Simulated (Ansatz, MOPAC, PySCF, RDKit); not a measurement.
Positional isomers: thiophene amino. All species are isolated molecules in the gas phase. One relaxed conformer stands for each flexible species; it need not be the lowest. Strings in code marks are SMILES.

Quantity: electronic energy of isomers of C4H5NS relative to `Nc1ccsc1`, in kcal/mol. The restricted reference of `Nc1cccs1` and `Nc1ccsc1` is unstable towards unrestricted orbitals. Semi-empirical values (MOPAC) are differences of heats of formation. Force-field values (RDKit) are differences of steric energies, which aren't made for comparing isomers with other bonds.

Level 1: frozen-core CCSD(T)/cc-pVTZ // B3LYP-D3(BJ)/def2-TZVP (Ansatz, a quantum-chemistry and plane-wave program)
Level 2: HF/6-31G* // B3LYP-D3(BJ)/def2-TZVP (PySCF)
Level 3: PM3 // B3LYP-D3(BJ)/def2-TZVP (MOPAC)
Level 4: UFF, relaxed from the DFT geometry (RDKit)

```json
[
 {"species": "`Nc1cccs1`", "level 2": "1.21", "level 3": "3.70", "level 4": "0.79"}
]
```

Problem. What does level 1 give for each?

Solution. 
- `Nc1cccs1`: 1.59
